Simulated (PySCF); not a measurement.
Run record: excited-state job, `C[SiH]1[SiH2][SiH2][SiH2]1`.

Computed with TDDFT wB97X-D/def2-SVPD, vertical, gas phase, core orbitals frozen in the response (PySCF 2.14.0, density-fitted response routines). Geometry: GFN2-xTB. A driver script takes a list of jobs; this job's settings line and coordinates (Å) are shown.

Input:
```
{"job": {"kind": "uv", "xc": "wB97X-D", "basis": "def2-SVPD", "nstates": 8, "ntriplets": 3}, "charge": 0, "multiplicity": 1}
C      2.287595    -0.532060    -0.575275
Si     0.899448    -0.227023     0.694912
Si    -1.061367    -1.471364     0.242755
Si    -2.206005     0.530563    -0.231456
Si    -0.287254     1.783631     0.310343
H      2.702130    -1.532240    -0.487774
H      1.910640    -0.422407    -1.588301
H      3.105133     0.172393    -0.452102
H      1.551210    -0.410903     2.007200
H     -1.602982    -2.251457     1.363811
H     -0.994542    -2.467506    -0.836297
H     -2.704247     0.677578    -1.606549
H     -3.405344     0.798735     0.572707
H     -0.430323     2.677478     1.467845
H      0.231494     2.682571    -0.731078
```

Output:
```
coarse grid: 13784 points
cycle   1  E = -1201.4873800874  dE =  7.409e-03  |g| = 2.490e-01  |ddm| = 4.539e+00
cycle   2  E = -1201.5021955617  dE = -1.482e-02  |g| = 1.656e-01  |ddm| = 6.059e-01
cycle   3  E = -1201.5103326248  dE = -8.137e-03  |g| = 3.020e-02  |ddm| = 2.953e-01
cycle   4  E = -1201.5107373718  dE = -4.047e-04  |g| = 5.512e-03  |ddm| = 1.018e-01
cycle   5  E = -1201.5107511647  dE = -1.379e-05  |g| = 1.724e-03  |ddm| = 1.826e-02
cycle   6  E = -1201.5107528705  dE = -1.706e-06  |g| = 4.063e-04  |ddm| = 6.480e-03
final grid: 112632 points
cycle   7  E = -1201.6724761576  dE = -5.377e-05  |g| = 2.264e-03  |ddm| = 9.595e-02
cycle   8  E = -1201.6724777983  dE = -1.641e-06  |g| = 1.009e-03  |ddm| = 1.154e-02
cycle   9  E = -1201.6724781480  dE = -3.498e-07  |g| = 3.651e-04  |ddm| = 3.135e-03
cycle  10  E = -1201.6724782084  dE = -6.040e-08  |g| = 8.261e-05  |ddm| = 1.072e-03
cycle  11  E = -1201.6724782125  dE = -4.075e-09  |g| = 3.115e-05  |ddm| = 2.702e-04
cycle  12  E = -1201.6724782133  dE = -7.462e-10  |g| = 9.547e-06  |ddm| = 1.194e-04
converged SCF energy = -1201.6724782133

Static polarisability (au): isotropic 129.260, principal 104.519 137.881 145.381

Singlet excitations
state   eV       nm        f      main configurations
  1   4.6427    267.1   0.00053   H->L 0.97
  2   5.2448    236.4   0.00077   H-1->L 0.97
  3   5.3512    231.7   0.00033   H-2->L 0.97
  4   6.2361    198.8   0.02586   H-2->L+1 0.56, H->L+1 0.22, H-1->L+2 0.12
  5   6.3590    195.0   0.04495   H-1->L+2 0.68, H->L+1 0.22
  6   6.4193    193.1   0.15509   H->L+1 0.48, H-2->L+1 0.33, H-1->L+2 0.11
  7   6.5453    189.4   0.23561   H->L+2 0.90
  8   6.6424    186.7   0.00036   H-1->L+1 0.87

Triplet excitations (Tamm-Dancoff, eV): 4.4058 4.6843 4.7674
```

The SCF starts on a coarse grid where the log names one; the energy can jump when the final grid takes over, and dE then counts from the start density on the new grid. H and L stand for HOMO and LUMO; the number after each pair is its weight.

Give S1 in cm⁻¹ and kJ/mol.

4.6427 eV × 8065.54 = 37446 cm⁻¹; × 96.485 = 448.0 kJ/mol.

Which computed singlet has the largest oscillator strength, and what do all of them sum to?

State 7 at 6.55 eV (189 nm), f = 0.236; the 8 states sum to 0.464.

Summary of the converged run: HOMO -9.13 eV, LUMO 0.19 eV; lowest singlet 4.64 eV; lowest triplet 4.41 eV (Tamm–Dancoff); mean polarisability 129.3 au.

How long does this job take on an Arm Neoverse V1 with one thread, no GPU, on a shared host?

About 28 s.
Labels such as C1 count atoms from 1, the log's own numbers from 0.

wB97X-D is run here without its empirical dispersion term; that term would change no orbital, density or response property at a fixed geometry.
